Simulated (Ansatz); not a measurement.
The first iterations of a band of Al2F2H4O2 (10 atoms, charge 0, multiplicity 1).

All numbers below come from Ansatz, RHF/def2-SVP.

| Quantity | Value |
| --- | --- |
| movable images | 5 |
| climbing image | yes |
| spring | 5.0 eV/Å² |
| optimiser | quadratic models (default) |
| start path | through a guess of the saddle point |
| force threshold | 0.05 eV/Å |
| iteration limit | 60 |
| end points | relaxed |

Initial state:

```xyz
10
Properties=species:S:1:pos:R:3
Al -0.329 0.382 0.685
O -0.379 -1.161 1.337
H -0.595 -2.001 0.974
F 1.329 1.077 0.562
F -1.160 0.756 -0.692
O -0.449 1.689 1.950
Al 1.273 2.416 1.830
H 2.154 2.033 3.073
H 1.280 3.822 1.133
H -1.147 1.861 2.564
```

Final state:

```xyz
10
Properties=species:S:1:pos:R:3
Al 0.042 0.572 0.299
O -0.572 -0.778 1.575
H -1.433 -1.147 1.411
F 1.180 -0.233 -0.595
F -1.436 0.731 -0.449
O 0.557 1.768 1.374
Al 1.187 3.105 2.175
H 1.272 3.044 3.752
H 1.668 4.374 1.375
H -0.489 -0.565 2.497
```

| iteration | highest image above the first end (eV) | largest band force component (eV/Å) |
| --- | --- | --- |
| 1 | 6.928 | 12.189 |
| 2 | 4.071 | 4.119 |
| 3 | 2.904 | 1.710 |
| 4 | 2.426 | 0.824 |
| 5 | 2.054 | 0.915 |
| 6 | 1.905 | 0.544 |
| 7 | 1.961 | 1.130 |
| 8 | 1.999 | 0.908 |

Question: Does the band converge within its limit, and where does its top end?

Answer: It converged. It ended after 25 iterations with the highest image 1.871 eV above the first end. A vibrational analysis at the climbing image gives one clearly imaginary mode, 1620i cm⁻¹: a first-order saddle point. The orbitals stay closed-shell, which can raise the energy where a bond breaks towards radicals; this wasn't checked here.

The run took 2.8 min on 2 threads of Arm Neoverse V1, with other jobs on the host, peak memory 0.23 GiB.
